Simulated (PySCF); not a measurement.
Point-charge models of `CC(=S)c1ccccc1` against its computed dipole.

Coordinates (GFN2-xTB, Å) and charges (e) from the PBE0/pcSseg-1 density (PySCF):

```tsv
atom	x	y	z	Mulliken	IAO	Hirshfeld	ESP-fitted
C1	-2.577	-0.556	-0.490	-0.1442	-0.4358	-0.1218	-0.2961
C2	-1.684	0.106	0.508	-0.3539	-0.0256	+0.0501	+0.1145
S3	-2.352	0.777	1.846	-0.0688	-0.1072	-0.1163	-0.2291
C4	-0.249	0.132	0.275	-0.1299	-0.0265	-0.0136	+0.1280
C5	0.591	0.858	1.127	+0.0051	-0.1185	-0.0367	-0.1688
C6	1.954	0.894	0.920	-0.0680	-0.1497	-0.0432	-0.0955
C7	2.515	0.199	-0.140	-0.0515	-0.1317	-0.0331	-0.1517
C8	1.699	-0.529	-0.991	-0.0646	-0.1521	-0.0474	-0.1505
C9	0.333	-0.562	-0.794	-0.0333	-0.1404	-0.0381	-0.1486
H10	-3.616	-0.437	-0.193	+0.1447	+0.1702	+0.0444	+0.0789
H11	-2.437	-0.122	-1.480	+0.1426	+0.1589	+0.0518	+0.1226
H12	-2.353	-1.622	-0.551	+0.1455	+0.1607	+0.0537	+0.1218
H13	0.151	1.397	1.953	+0.1093	+0.1723	+0.0353	+0.1162
H14	2.583	1.465	1.587	+0.0945	+0.1583	+0.0551	+0.1385
H15	3.582	0.225	-0.302	+0.0958	+0.1583	+0.0557	+0.1485
H16	2.132	-1.076	-1.816	+0.0922	+0.1564	+0.0531	+0.1473
H17	-0.279	-1.137	-1.470	+0.0845	+0.1523	+0.0511	+0.1241
```

Problem. What dipole does each set of charges give (1 e·Å = 4.803 D), and what does the density give?

Solution. The full density gives (2.00, -1.06, -2.28) D, 3.21 D in size; dipole vectors point from the negative to the positive end.

| scheme | μx | μy | μz | size (D) | share of the full size (%) | angle to the full dipole (°) |
| --- | --- | --- | --- | --- | --- | --- |
| Mulliken | 1.66 | -1.16 | -2.44 | 3.17 | 99 | 7 |
| IAO | 1.62 | -0.66 | -1.54 | 2.33 | 73 | 6 |
| Hirshfeld | 1.23 | -0.65 | -1.34 | 1.93 | 60 | 1 |
| ESP-fitted | 2.02 | -1.10 | -2.34 | 3.28 | 102 | 1 |

Problem. Which set comes closest?

Solution. Length of the difference vector: ESP-fitted 0.07 D, Mulliken 0.39 D, IAO 0.92 D, Hirshfeld 1.28 D. Closest: ESP-fitted. ESP charges are fitted to the potential around the molecule, whose slowest-falling term is the dipole's. 

Problem. What is left for the Hirshfeld atoms' own dipoles?

Solution. The shares of the density sum to the whole, so what Σ q r misses lies in dipoles about the nuclei. The atomic dipoles sum to (2.00, -1.06, -2.28) − (1.23, -0.65, -1.34) = (0.77, -0.41, -0.94) D, 1.28 D in size.

Problem. With the origin at the mean of the coordinates, (0.000, 0.001, -0.001) Å, which are the largest single terms, by size, of the ESP-fitted dipole along the direction of the full one?

Solution. S3 +3.33, H16 +2.10, H15 +1.69, C1 +1.53, C8 -1.40 D; all 17 atoms together +3.28 D. The single terms depend on the origin, their sum doesn't.

Problem. Give the size of the full dipole in other units.

Solution. 3.21 D = 1.263 au = 0.668 e·Å = 10.71 × 10⁻³⁰ C·m.

Geometry: GFN2-xTB, one conformer, isolated molecule.

The run behind these numbers computed NMR shieldings as well. The run took 35 s on an Arm Neoverse V2 with one thread (shared host).

The values belong to the conformer `[CH3:1][C:2](=[S:3])[c:4]1[cH:5][cH:6][cH:7][cH:8][cH:9]1`: C1–C2–C4–C5 174°.
